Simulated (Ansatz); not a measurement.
Ansatz (a first-principles code) input (LC-wPBE/def2-TZVPD):

Ansatz 0.2 input:
```yaml
crystal:
  periodic: [false, false, false]
  atoms:
    - {symbol: S, position_ang: [1.57541670, -0.83814686, 0.86869948]}
    - {symbol: Si, position_ang: [-0.12300526, 0.38221234, 0.38795401]}
    - {symbol: S, position_ang: [-1.70782603, -1.05163224, 0.19421035]}
    - {symbol: Cl, position_ang: [0.23890025, 1.46655800, -1.35891807]}
    - {symbol: H, position_ang: [2.46027916, 0.07791933, 0.43799200]}
    - {symbol: H, position_ang: [-2.68096032, -0.12391279, 0.22570182]}
basis:
  gaussian:
    orbitals: def2-TZVPD
hamiltonian:
  xc: {name: LC-wPBE}
magnetization: {spin_polarized: true, initial_magnetization: 1}
output: {forces: true}
```

End of the output:

```
integrals: 0.21 GiB planned
1243 factors; their error is unknown
integrals: 0.25 GiB planned
466 factors; integrals over basis functions are off by at most 4.2e-5 eV
0.31 GiB of the device are held for the grids
1.52 GiB of device memory are held for the factors and their scratch space
mean field: 1.01 GiB planned
mean field evaluation 1: about -42093.1728 eV, gradient 1.4e1 eV
mean field evaluation 2: about -42094.1356 eV, gradient 1.1e1 eV
mean field evaluation 4: about -42094.6982 eV, gradient 7.7e-1 eV
mean field evaluation 8: about -42094.7168 eV, gradient 5.5e-2 eV
mean field evaluation 16: about -42094.7012 eV, gradient 5.4e-4 eV
mean field -42094.70115436 eV, -1546.9517346095 hartree, gradient 7.4e-5 eV, S^2 0.756161; 0 other end points of the search recorded, 0 dependent functions left out
the calculation of the forces begins
reference -42094.70115437 eV, -1546.9517346099 hartree; 33, 32 occupied and 166, 167 virtual orbitals, 1243 factors
Total energy: -42094.70115437 eV, -1546.9517346099 hartree
Atom 0 at     1.575417    -0.838147     0.868699 Å, force    -0.292228     0.437546    -0.180770 eV/Å
Atom 1 at    -0.123005     0.382212     0.387954 Å, force     0.128853    -0.417035    -0.416077 eV/Å
Atom 2 at    -1.707826    -1.051632     0.194210 Å, force     0.252001     0.502736     0.043310 eV/Å
Atom 3 at     0.238900     1.466558    -1.358918 Å, force    -0.099463    -0.312319     0.490894 eV/Å
Atom 4 at     2.460279     0.077919     0.437992 Å, force    -0.121037    -0.100244     0.061313 eV/Å
Atom 5 at    -2.680960    -0.123913     0.225702 Å, force     0.131873    -0.110684     0.001330 eV/Å
Dipole moment:    -0.048894     0.161020     0.114648 e Å
```

It need not be the lowest isomer of its formula.
